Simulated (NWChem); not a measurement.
## Correlation energy of F$_{3}$In

```
In
F 1 1.9351
F 1 1.9351 2 120.01
F 1 1.9351 2 120.01 3 180.00
```
Charge 0, spin multiplicity 1.

Everything below was run with NWChem. The geometry was optimised at PBE0/def2-SVP with def2 effective core potentials on In, a minimum by its harmonic frequencies.

Basis set: def2-SVP. Each correlation energy counts from its own Hartree-Fock reference.

Effective core potentials replace the inner electrons of In; spin-orbit coupling is left out. The correlated methods keep 7 core orbitals frozen. The structure started from a generated list of species. Coupled-cluster values serve here as a point of comparison, not as the truth.

Question: For the correlation energy, MP2 gives -649.4 mHa and SCS-MP2 gives -621.0 mHa. What do CR-CCSD[T], CR-CCSD(T), CCSD give?

Answer: CR-CCSD[T]: -662.4 mHa; CR-CCSD(T): -660.3 mHa; CCSD: -651.5 mHa.
